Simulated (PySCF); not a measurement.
**Spin-rotation constants: `InChI=1S/C3H8BO2P/c1-3-6-4(7)5-2/h3H,1,7H2,2H3`**

Geometry:
```json
{"atom": "C1", "x (Å)": "3.085", "y (Å)": "-0.157", "z (Å)": "0.890"}
{"atom": "C2", "x (Å)": "1.889", "y (Å)": "0.221", "z (Å)": "0.475"}
{"atom": "O3", "x (Å)": "0.808", "y (Å)": "-0.607", "z (Å)": "0.561"}
{"atom": "B4", "x (Å)": "-0.442", "y (Å)": "-0.294", "z (Å)": "0.149"}
{"atom": "P5", "x (Å)": "-1.749", "y (Å)": "-1.673", "z (Å)": "0.520"}
{"atom": "O6", "x (Å)": "-0.703", "y (Å)": "0.906", "z (Å)": "-0.399"}
{"atom": "C7", "x (Å)": "-1.976", "y (Å)": "1.331", "z (Å)": "-0.816"}
{"atom": "H8", "x (Å)": "3.926", "y (Å)": "0.506", "z (Å)": "0.818"}
{"atom": "H9", "x (Å)": "3.246", "y (Å)": "-1.132", "z (Å)": "1.314"}
{"atom": "H10", "x (Å)": "1.691", "y (Å)": "1.195", "z (Å)": "0.046"}
{"atom": "H11", "x (Å)": "-0.821", "y (Å)": "-2.686", "z (Å)": "0.612"}
{"atom": "H12", "x (Å)": "-2.050", "y (Å)": "-1.956", "z (Å)": "-0.801"}
{"atom": "H13", "x (Å)": "-2.001", "y (Å)": "1.367", "z (Å)": "-1.908"}
{"atom": "H14", "x (Å)": "-2.758", "y (Å)": "0.654", "z (Å)": "-0.456"}
{"atom": "H15", "x (Å)": "-2.148", "y (Å)": "2.333", "z (Å)": "-0.418"}
```

The calculation used GIAO mPW1PW91/STO-3G magnetisability, rotational g tensor and spin-rotation constants, non-relativistic, gas phase (PySCF 2.14.0). Geometry: GFN2-xTB.

Give the nuclear spin-rotation constants along the inertial axes (H = +C I·J) beside the isotropic shieldings.

Rotational constants 3.0694, 1.3185, 0.9336 GHz. A star marks the isotopologue with that one atom substituted, in its own axes.
| atom | isotope | Caa (kHz) | Cbb (kHz) | Ccc (kHz) | mean (kHz) | σ (ppm) |
| --- | --- | --- | --- | --- | --- | --- |
| B4 | 11B | 0.772 | 0.283 | 0.134 | 0.396 | 97.6 |
| P5 | 31P | 1.583 | 0.677 | 0.514 | 0.924 | 735.1 |
| H8 | 1H | 0.051 | -0.065 | -0.109 | -0.041 | 28.3 |
| H9 | 1H | -0.317 | 0.092 | -0.104 | -0.110 | 28.2 |
| H10 | 1H | -0.288 | 0.105 | -0.102 | -0.095 | 26.7 |
| H11 | 1H | -0.227 | -0.049 | -0.094 | -0.124 | 32.9 |
| H12 | 1H | -0.272 | -0.150 | -0.017 | -0.146 | 33.3 |
| H13 | 1H | -0.322 | -0.112 | 0.001 | -0.145 | 30.2 |
| H14 | 1H | -0.106 | -0.061 | -0.105 | -0.091 | 30.4 |
| H15 | 1H | -0.339 | -0.049 | -0.038 | -0.142 | 30.1 |
| C1 | 13C* | 0.657 | 0.330 | 0.040 | 0.343 | 146.6 |
| C2 | 13C* | 0.699 | 0.413 | 0.097 | 0.403 | 116.1 |
| O3 | 17O* | -0.693 | -0.211 | 0.041 | -0.288 | 251.0 |
| O6 | 17O* | -0.646 | -0.121 | 0.043 | -0.241 | 285.1 |
| C7 | 13C* | 0.222 | 0.159 | 0.129 | 0.170 | 183.8 |

For the geometry as given, no vibrational averaging.
